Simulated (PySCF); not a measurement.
A side-by-side comparison of computed properties.

First species: C₆H₁₁O₂P.
Bonds: C1–O2, O2–C3, C3–O4 (double), C3–P5, P5–C6, P5–C7, C7–C8, C8–C9, C7–C9. Hydrogens: H10, H11, H12 on C1; H13, H14, H15 on C6; H16 on C7; H17, H18 on C8; H19, H20 on C9.

Second species: C₆H₁₁O₂P.
Geometry (GFN2-xTB, Å), atoms numbered from 1 in this order:
```
atom  x, y, z in Å
C1     2.5635   -1.4908    0.4075
O2     1.2825   -1.1670   -0.0669
C3     1.2732   -0.0688   -0.9489
P4    -0.5193    0.0506   -1.5547
C5    -1.1286    1.4866   -0.5671
C6    -1.2896    2.9516   -0.5775
C7    -1.3590    0.3497    0.0483
O8    -1.8685   -0.2381    1.1150
C9    -1.8053   -1.6550    1.1185
H10    3.2334   -1.7606   -0.4182
H11    3.0046   -0.6513    0.9593
H12    2.4461   -2.3430    1.0748
H13    1.9502   -0.2459   -1.7980
H14    1.5878    0.8536   -0.4356
H15   -1.7568    3.2776    0.3503
H16   -0.3222    3.4420   -0.6831
H17   -1.9133    3.2547   -1.4181
H18   -2.5701   -2.0708    0.4553
H19   -1.9955   -1.9707    2.1430
H20   -0.8182   -1.9937    0.7929
```

Levels: PBE0/pcSseg-1 for dipole moment, HOMO energy, LUMO energy and HOMO–LUMO gap; GFN2-xTB for rotational constant A and rotational constant C. Geometries: GFN2-xTB. Each species is one conformer at its optimised geometry, gas phase, non-relativistic unless stated; the electronic structure was computed with PySCF and density fitting.

The conformers computed, where there is a choice (atom-mapped SMILES and torsion angles):
- `[CH3:1][O:2][C:3](=[O:4])[P:5]([CH3:6])[CH:7]1[CH2:8][CH2:9]1`: C1–O2–C3–O4 0°, O2–C3–P5–C6 -154°, C3–P5–C7–C8 173°
- `[CH3:1][O:2][CH2:3][P:4]1[C:5]([CH3:6])=[C:7]1[O:8][CH3:9]`: C1–O2–C3–P4 175°, O2–C3–P4–C5 104°, C5–C7–O8–C9 178°

(1) Which of the two has the higher HOMO–LUMO gap, and by how much?

(2) Which has the higher dipole moment?

(3) Which has the higher rotational constant A?

(4) Which has the higher HOMO energy?

(5) Which has the higher LUMO energy?

(6) Which has the higher rotational constant C?

Results:

(1) The first: 6.80 eV against 6.37 eV, a difference of 0.43 eV.

(2) The first: 2.20 D against 1.72 D, a difference of 0.48 D.

(3) The first: 1.992 GHz against 1.625 GHz, a difference of 0.367 GHz.

(4) The second: -5.90 eV against -6.90 eV, a difference of 1.00 eV.

(5) The second: 0.47 eV against -0.10 eV, a difference of 0.57 eV.

(6) The second: 0.766 GHz against 0.754 GHz, a difference of 0.012 GHz.

On the first: The dipole matches unit charges of opposite sign 0.46 Å apart (1 e·Å = 4.8032 D). A dipole of 2.20 D is allowed in C1, and pure rotational transitions are dipole-allowed.

On the second: A dipole of 1.72 D is allowed in C1, and pure rotational transitions are dipole-allowed. The dipole equals about 5.7 × 10⁻³⁰ C·m (1 D = 3.33564 × 10⁻³⁰ C·m).
